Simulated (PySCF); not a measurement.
Highest orbital energy against ionisation energy along the second row

Calculated with PySCF 2.14, no spin-orbit coupling. Each cell gives −ε(HOMO) / ΔSCF in eV; NIST values include spin-orbit coupling, (s) semi-empirical, (t) theoretical.

```tsv
species	UHF	LDA	PBE	PBE0	r2SCAN	NIST (lowest levels)
Be+ (aug-cc-pCVQZ-DK, spin-free X2C)	18.132 / 18.130	14.301 / 18.256	14.471 / 18.497	15.482 / 18.458	14.596 / 18.188	18.211
B+ (aug-cc-pCVQZ-DK, spin-free X2C)	23.784 / 23.449	19.413 / 24.560	19.509 / 24.611	20.797 / 24.567	19.736 / 24.272	25.155
C+ (aug-cc-pCVQZ-DK, spin-free X2C)	24.874 / 24.166	17.805 / 24.770	17.950 / 24.851	19.791 / 24.832	18.647 / 25.002	24.383
N+ (aug-cc-pCVQZ-DK, spin-free X2C)	30.373 / 29.199	22.001 / 30.054	22.016 / 29.895	24.236 / 29.905	22.793 / 30.129	29.601 (s)
O+ (aug-cc-pCVQZ-DK, spin-free X2C)	36.198 / 34.564	26.435 / 35.579	26.358 / 35.268	28.967 / 35.301	27.287 / 35.471	35.121
F+ (aug-cc-pCVQZ-DK, spin-free X2C)	35.647 / 33.381	26.175 / 35.269	26.449 / 35.416	29.029 / 35.245	27.044 / 35.106	34.971
Ne+ (aug-cc-pCVQZ-DK, spin-free X2C)	42.084 / 39.248	31.233 / 41.427	31.233 / 41.127	34.212 / 40.988	32.020 / 41.118	40.963
```

Problem. How far is −ε(HOMO) from ΔSCF on average for each method, and why?

Solution. UHF 1.28 eV; LDA -7.51 eV; PBE -7.38 eV; PBE0 -5.25 eV; r2SCAN -6.74 eV. Hartree-Fock orbital energies lack relaxation and so exceed the ΔSCF value; semilocal functionals have convex E(N) from self-interaction, so their HOMO lies far too high; exact exchange moves hybrids part of the way back.
